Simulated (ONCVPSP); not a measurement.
## In: variants of one ONCV potential

Base potential:

indium (In), optimised norm-conserving Vanderbilt (ONCV), made with ONCVPSP 4.0.1 (LDA (Perdew-Zunger), fully relativistic). Core [Ar] 3d10, reference 4s2 4p6 4d10 5s1.5 5p1.5. Waves: 4s+5s: rc 1.60 bohr, ncon 4, nbas 8, qcut 6.7 1/bohr, 2 projectors; 4p+5p: rc 1.85 bohr, ncon 3, nbas 8, qcut 6.7 1/bohr, 2 projectors; 4d: rc 1.65 bohr, ncon 4, nbas 8, qcut 7.4 1/bohr, 2 projectors, debl 2.8 Ha. Local part: polynomial inside 1.20 bohr (lpopt 5, dvloc0 0 Ha). Core correction: polynomial model core, fcfact 0.35.

Open shells are filled in proportion to 2j + 1.

Cutoffs, loose and tight: the cutoffs (Ha) at which the residual kinetic energy of the hardest occupied pseudo-wave falls to 1 and 0.1 mHa per electron. They do not see the model core or the augmentation charge, which bear on the density cutoff. Test errors are all-electron minus pseudo excitation energies from the reference, over the configurations 4s2 4p6 4d10 5s2 5p1; 4s2 4p6 4d10 5s2 5p0; 4s2 4p6 4d10 5s1 5p0; 4s2 4p6 4d10 5s1 5p2. A dash means not determined; rows that change the core or the reference have their own tests.

```csv
change,outcome,"cutoff, loose","cutoff, tight",bound ghosts,GHOST(+) flags above zero,largest test error (meV)
base,generated,27 Ha,75 Ha,none,none,-0.5
d: qcut 4.4,generated,92 Ha,123 Ha,none,d3/2,-0.6
d: qcut 5.5,generated,86 Ha,108 Ha,none,none,-0.5
d: qcut 6.3,generated,76 Ha,91 Ha,none,none,-0.6
d: qcut 8.4,generated,29 Ha,34 Ha,none,none,-0.5
d: qcut 9.6,generated,33 Ha,38 Ha,none,none,-0.5
d: qcut 10.5,generated,36 Ha,42 Ha,none,none,-0.5
```

Question: What comes out with this change to the base: d: qcut 7.9?

Answer: outcome: generated; cutoff, loose: 28 Ha; cutoff, tight: 37 Ha; bound ghosts: none; GHOST(+) flags above zero: none; largest test error (meV): -0.5.

Question: What comes out with this change to the base: d: qcut 6.7?

Answer: outcome: generated; cutoff, loose: 51 Ha; cutoff, tight: 87 Ha; bound ghosts: none; GHOST(+) flags above zero: none; largest test error (meV): -0.6.

Question: What comes out with this change to the base: d: qcut 10.9?

Answer: outcome: generated; cutoff, loose: 37 Ha; cutoff, tight: 43 Ha; bound ghosts: none; GHOST(+) flags above zero: none; largest test error (meV): -0.5.

Reading the sweep of the qcut of the d channel (base included, trends over the rows without a ghost): The loose cutoff is not monotonic: lowest 27 Ha at 7.4 1/bohr, highest 92 Ha at 4.4 1/bohr. The median size of the test errors (rows with all tests solved) stays near 0.5 meV.
